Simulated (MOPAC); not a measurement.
A run for MOPAC: PM3 on BFHI (SMILES FBI), a point of a bond scan (R = 1.779 Å).

```
PM3 1SCF PRECISE CHARGE=0 THREADS=1
BFHI

B     -0.24474767 1    -1.33345574 1     0.80641967 1
F      0.79230233 1    -1.74375557 1     1.49667712 1
H     -1.76777747 1    -2.25201438 1     0.82358465 1
I     -0.08767701 1     0.45862089 1    -0.34566142 1
```

Output:

```
*******************************************************************************
 **                                                                           **
 **                              MOPAC v23.2.5                                **
 **                                                                           **
 *******************************************************************************
 ** MOPAC's Digital Object Identifier: https://doi.org/10.5281/zenodo.6511958 **
 **                                                                           **
 ** Please cite the open-source release paper for use of this MOPAC version:  **
 ** J. E. Moussa and J. J. P. Stewart (2026)                                  **
 ** MOPAC: An open-source semiempirical molecular orbital program             **
 ** J. Open Source Softw., 11(119), 8025, https://doi.org/10.21105/joss.08025 **
 *******************************************************************************

                              PM3 CALCULATION RESULTS

 *******************************************************************************
 *  PM3        - The PM3 Hamiltonian to be used
 *
 *
 *
 *                 CHARGE ON SYSTEM = 0
 *
 *
 *
 *  PRECISE    - TIGHTER CRITERIA TO BE USED
 *  1SCF       - DO 1 SCF AND THEN STOP
 *  THREADS=1  - MULTI-THREADING NOT USED
 *  T=         - A TIME OF 172800.0 SECONDS REQUESTED
 *  DUMP=N     - RESTART FILE WRITTEN EVERY 7200.0 SECONDS REQUESTED
 *******************************************************************************
PM3 1SCF PRECISE CHARGE=0 THREADS=1
 BFHI

   ATOM   CHEMICAL          X               Y               Z
  NUMBER   SYMBOL      (ANGSTROMS)     (ANGSTROMS)     (ANGSTROMS)

     1       B         -0.24474767  *  -1.33345574  *   0.80641967  *
     2       F          0.79230233  *  -1.74375557  *   1.49667712  *
     3       H         -1.76777747  *  -2.25201438  *   0.82358465  *
     4       I         -0.08767701  *   0.45862089  *  -0.34566142  *



          CARTESIAN COORDINATES

    NO.       ATOM           X           Y           Z

     1         B         -0.2447     -1.3335      0.8064
     2         F          0.7923     -1.7438      1.4967
     3         H         -1.7678     -2.2520      0.8236
     4         I         -0.0877      0.4586     -0.3457

  H: (PM3): J. J. P. STEWART, J. COMP. CHEM. 10, 209 (1989).
  B: (PM3): J. J. P. STEWART, J. MOL. MOD., 10, 155-164 (2004)
  F: (PM3): J. J. P. STEWART, J. COMP. CHEM. 10, 209 (1989).
  I: (PM3): J. J. P. STEWART, J. COMP. CHEM. 10, 209 (1989).

           Empirical Formula: H B F I  =     4 atoms



      MOLECULAR POINT GROUP   :   Cs


      RHF CALCULATION, NO. OF DOUBLY OCCUPIED LEVELS = 9


 -------------------------------------------------------------------------------
 PM3 1SCF PRECISE CHARGE=0 THREADS=1
 BFHI



     1SCF WAS SPECIFIED, SO BFGS WAS NOT USED
     SCF FIELD WAS ACHIEVED


                              PM3 CALCULATION
                                                       MOPAC v23.2.5 Linux




          FINAL HEAT OF FORMATION =         -6.97515 KCAL/MOL =     -29.18402 KJ/MOL


          COSMO AREA              =        102.40 SQUARE ANGSTROMS
          COSMO VOLUME            =         86.76 CUBIC ANGSTROMS

          IONIZATION POTENTIAL    =          9.683723 EV
          HOMO LUMO ENERGIES (EV) =         -9.684 -1.608
          NO. OF FILLED LEVELS    =          9
          MOLECULAR WEIGHT        =        157.7208         POINT GROUP:  Cs

          MOLECULAR DIMENSIONS (Angstroms)

            Atom       Atom       Distance
            I     4    H     3     3.39668
            H     3    F     2     2.27843
            B     1    H     3     0.00000


          SCF CALCULATIONS        =          1





   ATOM   CHEMICAL          X               Y               Z
  NUMBER   SYMBOL      (ANGSTROMS)     (ANGSTROMS)     (ANGSTROMS)

     1       B         -0.24474767  *  -1.33345574  *   0.80641967  *
     2       F          0.79230233  *  -1.74375557  *   1.49667712  *
     3       H         -1.76777747  *  -2.25201438  *   0.82358465  *
     4       I         -0.08767701  *   0.45862089  *  -0.34566142  *

                             CARTESIAN COORDINATES

   1    B       -0.244747670    -1.333455740     0.806419670
   2    F        0.792302330    -1.743755570     1.496677120
   3    H       -1.767777470    -2.252014380     0.823584650
   4    I       -0.087677010     0.458620890    -0.345661420


           Empirical Formula: H B F I  =     4 atoms



      MOLECULAR POINT GROUP   :   Cs


                  EIGENVALUES
 -26.76474 -20.12530 -18.86403 -18.22557 -15.78513 -13.42450 -11.46731  -9.95906
  -9.68372  -1.60771   0.58835   1.22235   4.44700


              NET ATOMIC CHARGES AND DIPOLE CONTRIBUTIONS

  ATOM NO.   TYPE          CHARGE      No. of ELECS.   s-Pop       p-Pop
    1          B          -0.036991        3.0370     1.33551     1.70148
    2          F          -0.044291        7.0443     1.59232     5.45197
    3          H           0.169249        0.8308     0.83075
    4          I          -0.087967        7.0880     1.95246     5.13551
 DIPOLE           X         Y         Z       TOTAL
 POINT-CHG.    -1.525    -1.417     0.354     2.111
 HYBRID         0.730     0.009     0.284     0.783
 SUM           -0.796    -1.407     0.638     1.738


          ATOMIC ORBITAL ELECTRON POPULATIONS

     Atom    s        px        py        pz
    1  B   1.33551   0.72549   0.56209   0.41391
    2  F   1.59232   1.78432   1.86686   1.80079
    3  H   0.83075
    4  I   1.95246   1.97766   1.42931   1.72854

 **********************
 *                    *
 * JOB ENDED NORMALLY *
 *                    *
 **********************




 == MOPAC DONE ==
```

The run finished.

Cost: about 0.03 core-seconds (a rough figure).
